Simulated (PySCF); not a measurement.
Species: C6H8N2S (charge +1 and doublet state).
Numbering: `[CH2+:1][C:2]([CH3:3])[CH2:4][c:5]1[cH:6][n:7][s:8][n:9]1` (hydrogens: H10, H11 on C1; H12, H13, H14 on C3; H15, H16 on C4; H17 on C6)

Structure used (GFN2-xTB), in Å, numbered top down from 1:
```
atom  x, y, z in Å
C1    -2.2542    0.9208   -0.6247
C2    -1.2575    0.1021   -0.2076
C3    -1.4674   -0.9006    0.8459
C4     0.0908    0.2068   -0.8419
C5     1.2776   -0.0095    0.0227
C6     2.6235    0.2598   -0.3884
N7     3.4870    0.0623    0.5699
S8     2.7424   -0.4632    1.9021
N9     1.2522   -0.4375    1.2703
H10   -3.2273    0.8981   -0.1623
H11   -2.1234    1.6205   -1.4342
H12   -0.7460   -0.7153    1.6562
H13   -1.2174   -1.9019    0.4915
H14   -2.4803   -0.8844    1.2357
H15    0.2004    1.1709   -1.3514
H16    0.1465   -0.5430   -1.6482
H17    2.9461    0.6262   -1.3457
```

The hyperfine couplings belong to this conformer and change with its torsions.

Computed, not measured: PySCF 2.14.0, UKS B3LYP, pcH-1 on C H N S, non-relativistic, mean-field spin-orbit, GIAO. Geometry: GFN2-xTB, one conformer, isolated ion. Couplings are sensitive to structure, and on GFN2-xTB geometries they can be far from those on DFT ones, by a factor of two or more for some ions and for spin on atoms past the first row. Stability of the SCF solution: not tested.

Problem. Break the g tensor into its mass correction, gauge correction and orbital-Zeeman/spin–orbit terms.

Solution. 
```json
{"Δg (ppt)": "relativistic mass correction", "1": "-0.16", "2": "-0.16", "3": "-0.16"}
{"Δg (ppt)": "gauge correction", "1": "0.00", "2": "0.02", "3": "0.04"}
{"Δg (ppt)": "orbital Zeeman/spin–orbit", "1": "-3.60", "2": "1.98", "3": "5.25"}
{"Δg (ppt)": "total", "1": "-3.77", "2": "1.84", "3": "5.13"}
```

So g = 1.99855, 2.00416, 2.00745 and g_iso = 2.00339; the tensor is rhombic: the two nearest values differ by 37 % of g3 − g1. 

Problem. What effective moment and Curie constant follow for a powder?

Solution. With the mean of g² = 4.0136 and S(S+1) = 0.75: μ_eff = √(⟨g²⟩S(S+1)) = 1.735 μB and χT = 0.12505·⟨g²⟩·S(S+1) = 0.376 cm³ K/mol (cgs; spin-Hamiltonian part alone).

Problem. At 94.048 GHz, how far is the centre of the isotropic spectrum from where a free electron (g = 2.002319) resonates?

Solution. B = hν/(g μB) with μB/h = 13.99624 MHz/mT gives 3355.87 mT for the free electron and 3354.08 mT at g_iso, 1.79 mT lower.

Problem. In a frozen sample, at which fields do the three g values resonate at 9.5, 34, 94 and 263 GHz (hyperfine left aside), and which band first spreads them over more than twice a line width of 0.3 mT?

Solution. 
```json
{"band": "X", "GHz": "9.5", "B(g3) mT": "338.12", "B(g2) mT": "338.67", "B(g1) mT": "339.62", "spread mT": "1.50"}
{"band": "Q", "GHz": "34.0", "B(g3) mT": "1210.11", "B(g2) mT": "1212.09", "B(g1) mT": "1215.49", "spread mT": "5.38"}
{"band": "W", "GHz": "94.0", "B(g3) mT": "3345.59", "B(g2) mT": "3351.07", "B(g1) mT": "3360.47", "spread mT": "14.89"}
{"band": "J", "GHz": "263.0", "B(g3) mT": "9360.52", "B(g2) mT": "9375.87", "B(g1) mT": "9402.18", "spread mT": "41.65"}
```

The spread grows in proportion to the frequency. X band is the first where it exceeds 0.6 mT.

The Mulliken spin populations are largest on C1 (+0.48), C2 (+0.14), S8 (+0.13) and C6 (+0.07). C1 is the only atom above +0.15.

The HOMO–LUMO gaps are 6.01 eV among the α and 1.27 eV among the β orbitals.

The SMILES draws the unpaired electron on C2; the largest computed Mulliken spin population is on C1 (0.48 against 0.14).
